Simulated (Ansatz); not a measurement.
HfO2, charge -1, doublet, at a GFN2-xTB geometry (such geometries of metal compounds can be far from the true shape) (the multiplicity is a formal guess) (core potentials on Hf) (a gas-phase anion, which may not be bound at this level); REVPBE/def2-SVP run with Ansatz (a program for electronic structure).

Here is a job for Ansatz.
Ansatz 0.2 input:
```yaml
crystal:
  periodic: [false, false, false]
  atoms:
    - {symbol: Hf, position_ang: [0.07930449, -0.00091257, 0.09359019]}
    - {symbol: O, position_ang: [0.87529993, 0.28197236, -1.46253691]}
    - {symbol: O, position_ang: [-1.58904031, -0.27375928, 0.62022524]}
basis:
  gaussian:
    orbitals: def2-SVP
hamiltonian:
  xc: revpbe
total_charge: -1
magnetization: {spin_polarized: true, initial_magnetization: 1}
```

Output, abridged:

```
Functional definition: revPBE
600 factors; their error is unknown
mean field evaluation 1: about -5396.4150 eV, gradient 2.6e1 eV
mean field evaluation 2: about -5261.9101 eV, gradient 1.6e2 eV
mean field evaluation 4: about -5399.0744 eV, gradient 3.8e0 eV
mean field evaluation 8: about -5399.1075 eV, gradient 2.2e-1 eV
mean field evaluation 16: about -5399.1076 eV, gradient 6.4e-5 eV
mean field evaluation 32: about -5392.1953 eV, gradient 1.4e-3 eV
mean field evaluation 64: about -5396.9557 eV, gradient 1.8e0 eV
mean field evaluation 96: about -5391.7000 eV, gradient 6.3e0 eV
mean field -5399.10756496 eV, -198.4135433657 hartree, gradient 6.4e-5 eV, S^2 0.753306; 9 other end points of the search recorded, 0 dependent functions left out
reference -5399.10760911 eV, -198.4135449883 hartree; 15, 14 occupied and 45, 46 virtual orbitals, 600 factors
Total energy: -5399.10760911 eV, -198.4135449883 hartree
```
